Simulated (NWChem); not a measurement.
System: SiH$_{3}$F; SMILES [SiH3]F

Input file for NWChem:

```
start job
memory heap 200 mb stack 900 mb global 1100 mb
geometry units angstroms noautosym nocenter noautoz
  Si     0.000000     0.000000    -0.456877
  F      0.000000     0.000000     1.181924
  H      1.005153     1.005153    -0.939103
  H      0.367912    -1.373065    -0.939103
  H     -1.373065     0.367912    -0.939103
end
basis spherical
  * library 6-31g*
end
dft
  xc hfexch
  iterations 150
end
property
  shielding 3 1 2 3
end
task dft property
```

Parts of the log:

```
             Northwest Computational Chemistry Package (NWChem) 7.3.0
             --------------------------------------------------------

                             Geometry "geometry" -> ""
                             -------------------------

 Output coordinates in angstroms (scale by  1.889725989 to convert to a.u.)

  No.       Tag          Charge          X              Y              Z
 ---- ---------------- ---------- -------------- -------------- --------------
    1 Si                  14.0000     0.00000000     0.00000000    -0.45687700
    2 F                    9.0000     0.00000000     0.00000000     1.18192400
    3 H                    1.0000     1.00515300     1.00515300    -0.93910300
    4 H                    1.0000     0.36791200    -1.37306500    -0.93910300
    5 H                    1.0000    -1.37306500     0.36791200    -0.93910300

 Effective nuclear repulsion energy (a.u.)      61.7330186300

  xc_inp: hfexch multiplicative factor not found.
                              NWChem Property Module
                              ----------------------

  itol2e modified to match energy
  convergence criterion.

                                 NWChem DFT Module
                                 -----------------

 Summary of "ao basis" -> "ao basis" (spherical)
 ------------------------------------------------------------------------------
       Tag                 Description            Shells   Functions and Types
 ---------------- ------------------------------  ------  ---------------------
 Si                          6-31g*                  8       18   4s3p1d
 F                           6-31g*                  6       14   3s2p1d
 H                           6-31g*                  2        2   2s

  itol2e modified to match energy
  convergence criterion.

            General Information
            -------------------
          SCF calculation type: DFT
          Wavefunction type:  closed shell.
          No. of atoms     :     5
          No. of electrons :    26
           Alpha electrons :    13
            Beta electrons :    13
          Charge           :     0
          Spin multiplicity:     1
          Use of symmetry is: off; symmetry adaption is: off
          Maximum number of iterations: 150
          AO basis - number of functions:    38
                     number of shells:    20
          Convergence on energy requested:  1.00D-07
          Convergence on density requested:  1.00D-05
          Convergence on gradient requested:  5.00D-04

[...]

          -----------------------------------------
          Chemical Shielding Tensors (GIAO, in ppm)
          -----------------------------------------

                                NWChem CPHF Module
                                ------------------

  scftype          =     RHF
  nclosed          =       13
  nopen            =        0
  variables        =      325
  # of vectors     =        3
  tolerance        = 0.10D-03
  level shift      = 0.00D+00
  max iterations   =       50
  max subspace     =       30

 SCF residual:    8.9432441644081546E-006

Iterative solution of linear equations
  No. of variables      325
  No. of equations        3
  Maximum subspace       30
        Iterations       50
       Convergence  1.0D-04

   iter   nsub   residual    time
   ----  ------  --------  ---------
     1      3    6.57D-01       3.0
     2      6    4.60D-02       3.4
     3      9    5.50D-03       3.8
     4     12    1.24D-03       4.2
     5     15    2.01D-04       4.5
     6     18    3.27D-05       4.9

      Atom:    1  Si
        Diamagnetic
    873.1133     -0.0000      0.0000
     -0.0000    873.1133      0.0000
      0.0000      0.0000    882.5573

        Paramagnetic
   -440.7051      0.0000      0.0000
      0.0000   -440.7051      0.0000
      0.0000      0.0000   -367.9427

        Total Shielding Tensor
    432.4082      0.0000      0.0000
      0.0000    432.4082      0.0000
      0.0000      0.0000    514.6146

           isotropic =     459.8103
          anisotropy =      82.2064

          Principal Components and Axis System
                 1           2           3
              514.6146    432.4082    432.4082

      1         0.0000      0.7071      0.7071
      2         0.0000      0.7071     -0.7071
      3         1.0000     -0.0000     -0.0000

      Atom:    2  F
        Diamagnetic
    463.7972     -0.0000     -0.0000
     -0.0000    463.7972     -0.0000
     -0.0000     -0.0000    490.0471

        Paramagnetic
    -32.5539     -0.0000      0.0000
     -0.0000    -32.5539      0.0000
      0.0000      0.0000    -69.1543

        Total Shielding Tensor
    431.2433     -0.0000      0.0000
     -0.0000    431.2433      0.0000
      0.0000      0.0000    420.8928

           isotropic =     427.7931
          anisotropy =       5.1753

          Principal Components and Axis System
                 1           2           3
              431.2433    431.2433    420.8928

      1         0.7071      0.7071     -0.0000
      2        -0.7071      0.7071     -0.0000
      3         0.0000      0.0000      1.0000

      Atom:    3  H
        Diamagnetic
     29.6318      5.4551     -3.1272
      5.4551     29.6318     -3.1272
     -3.1272     -3.1272     27.4020

        Paramagnetic
     -2.6038     -2.8580      1.3124
     -2.8580     -2.6038      1.3124
      1.3124      1.3124      0.0745

        Total Shielding Tensor
     27.0281      2.5971     -1.8148
      2.5971     27.0281     -1.8148
     -1.8148     -1.8148     27.4765

           isotropic =      27.1775
          anisotropy =       6.2334

          Principal Components and Axis System
                 1           2           3
               31.3331     25.7685     24.4309

      1         0.5887      0.3917      0.7071
      2         0.5887      0.3917     -0.7071
      3        -0.5540      0.8325      0.0000
```

Level: Hartree-Fock/6-31G* (spherical d), GIAO. Geometry: optimised at PBE-D3(BJ)/def2-SVP. The printed shielding anisotropy is the first printed principal value minus the mean of the other two.
